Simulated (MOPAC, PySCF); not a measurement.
CH₅Al, SMILES `[CH3][AlH2]`, neutral singlet in the gas phase. 

Cartesian coordinates (Å):
SMILES: [CH3][AlH2]
```xyz
7

C     -0.8937    -0.0614    -0.0125
Al     1.0548     0.0940    -0.0048
H     -1.2315    -0.8313    -0.7123
H     -1.3987     0.8734    -0.2623
H     -1.2489    -0.3723     0.9766
H      1.7677     1.5070    -0.0776
H      1.9503    -1.2095     0.0929
```
Charge 0, spin multiplicity 1.

All levels are single points at this geometry (B3LYP-D3(BJ)/def2-TZVP); Pople sets use spherical d functions. Orbital energies aren't observables, and empty levels follow the basis.

PM7 in MOPAC gives gap (eV) = 10.43.

Q: Estimate the gap (eV) from each of these levels: PBE-D3(BJ)/def2-TZVP in PySCF; TPSSh-D3(BJ)/def2-TZVP in PySCF; B3LYP/3-21G in PySCF; B3LYP/6-31G* in PySCF; M06-2X/6-31G* in PySCF; HF/STO-3G in PySCF; AM1 in MOPAC; PM6 in MOPAC.

A: 
```csv
level,gap (eV)
PBE-D3(BJ)/def2-TZVP in PySCF,4.74
TPSSh-D3(BJ)/def2-TZVP in PySCF,5.87
B3LYP/3-21G in PySCF,6.25
B3LYP/6-31G* in PySCF,6.26
M06-2X/6-31G* in PySCF,8.36
HF/STO-3G in PySCF,17.78
AM1 in MOPAC,9.68
PM6 in MOPAC,12.16
```
